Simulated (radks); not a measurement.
Question: Nd4+, configuration [Xe] 4f2 (the NIST ground configuration). Method: Dirac Kohn-Sham, AM05, spin-unpolarised, spherical densities, point nucleus; open shells are shared between the two j in proportion to 2j + 1; computed with a radial shooting solver on a logarithmic mesh with Libxc functionals. Some entries of the table are withheld. Estimate them.

| orbital | occ. | eigenvalue (eV) | <r> (bohr) |
|---|---|---|---|
| 1s1/2 | 2 | -43373.30 | 0.02364 |
| 2s1/2 | 2 | -7057.000 | 0.1005 |
| 2p1/2 | 2 | -6680.214 | 0.08426 |
| 2p3/2 | 4 | -6161.015 | 0.09067 |
| 3s1/2 | 2 | (1) | 0.2662 |
| 3p1/2 | 2 | -1412.126 | (2) |
| 3p3/2 | 4 | -1308.537 | (3) |
| 3d3/2 | 4 | (4) | (5) |
| 3d5/2 | 6 | (6) | (7) |
| 4s1/2 | 2 | -353.9016 | 0.6051 |
| 4p1/2 | 2 | -293.0150 | 0.6205 |
| 4p3/2 | 4 | -270.1281 | 0.6482 |
| 4d3/2 | 4 | -169.7694 | 0.6923 |
| 4d5/2 | 6 | -165.6686 | 0.7019 |
| 5s1/2 | 2 | -83.0087 | 1.397 |
| 5p1/2 | 2 | -65.2206 | 1.530 |
| 5p3/2 | 4 | -61.4083 | 1.597 |
| 4f5/2 | 0.857143 | (8) | 0.8959 |
| 4f7/2 | 1.14286 | (9) | 0.9029 |

Answer: 
(1) 3s1/2 eigenvalue (eV): -1573.062
(2) 3p1/2 <r> (bohr): 0.2559
(3) 3p3/2 <r> (bohr): 0.2683
(4) 3d3/2 eigenvalue (eV): -1027.828
(5) 3d3/2 <r> (bohr): 0.2396
(6) 3d5/2 eigenvalue (eV): -1005.429
(7) 3d5/2 <r> (bohr): 0.2435
(8) 4f5/2 eigenvalue (eV): -50.1393
(9) 4f7/2 eigenvalue (eV): -49.6218
